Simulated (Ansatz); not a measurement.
`[NH2][AlH][BH]F`. Charge 0, multiplicity 1. The geometry is a stationary point of PBE0-D4/def2-TZVP. It is one conformer, not always the lowest.

```xyz
8

N     1.430   -0.223    0.764
Al   -0.142   -0.748    0.143
B    -1.341    0.749   -0.872
F    -0.881    1.995   -0.933
H     2.092   -0.807    1.251
H     1.791    0.714    0.678
H    -0.539   -2.269    0.378
H    -2.411    0.590   -1.409
```

Problem. What is the dipole moment at PBE/def2-TZVPP? (Best estimate.)

Solution. Computed: 1.07 D, with components (0.97, 0.08, 0.43) D in this frame, pointing from negative to positive charge.

Problem. And with r2SCAN, B3LYP, ωB97M-V? (Estimate.)

Solution. Computed: r2SCAN 1.01 D, B3LYP 0.91 D, ωB97M-V 0.88 D.

Problem. Give the Mulliken charges with PBE, r2SCAN, B3LYP in def2-TZVPP. (Estimate.)

Solution. Ansatz gave: 
```json
{"atom": "N1", "PBE": "-0.40", "r2SCAN": "-0.47", "B3LYP": "-0.42"}
{"atom": "Al2", "PBE": "0.24", "r2SCAN": "0.38", "B3LYP": "0.29"}
{"atom": "B3", "PBE": "0.21", "r2SCAN": "0.25", "B3LYP": "0.24"}
{"atom": "F4", "PBE": "-0.18", "r2SCAN": "-0.24", "B3LYP": "-0.22"}
{"atom": "H5", "PBE": "0.14", "r2SCAN": "0.15", "B3LYP": "0.13"}
{"atom": "H6", "PBE": "0.15", "r2SCAN": "0.16", "B3LYP": "0.14"}
{"atom": "H7", "PBE": "-0.13", "r2SCAN": "-0.17", "B3LYP": "-0.15"}
{"atom": "H8", "PBE": "-0.03", "r2SCAN": "-0.05", "B3LYP": "-0.01"}
```

B3LYP here is the variant with VWN-RPA as its local correlation; programs differ in this.
